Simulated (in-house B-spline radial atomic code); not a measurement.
Multiplet parameters of the 4p3 shell in Nb⁸⁺ ([Ar] 3d10 4s2 4p3). Computed with a B-spline radial code for spherical atoms: non-relativistic Hartree-Fock, average of configuration, point nucleus.

Slater integrals: F^2 = 91049 cm⁻¹. Central-field spin-orbit parameter ζ(4p) = 13280 cm⁻¹ (bare central field on non-relativistic orbitals, without two-electron terms: too large for light atoms, too small for heavy ones).

With F₂ = F^2/25 = 3642 cm⁻¹:

Q: Where do the terms lie in LS coupling, without spin-orbit interaction?

A: In cm⁻¹ above the Hund's-rule term:
| term | expression | energy |
| --- | --- | --- |
| 4S | 0 F₂ | 0 |
| 2D | 9 F₂ | 32778 |
| 2P | 15 F₂ | 54629 |

Q: How far can these numbers be trusted?

A: Fits to spectra need these integrals scaled down, since correlation screens the repulsion. Here ζ is 3.65 times F₂, so spin-orbit coupling rivals the gaps between some terms: low levels can stay fairly pure, while close terms of equal J mix strongly.
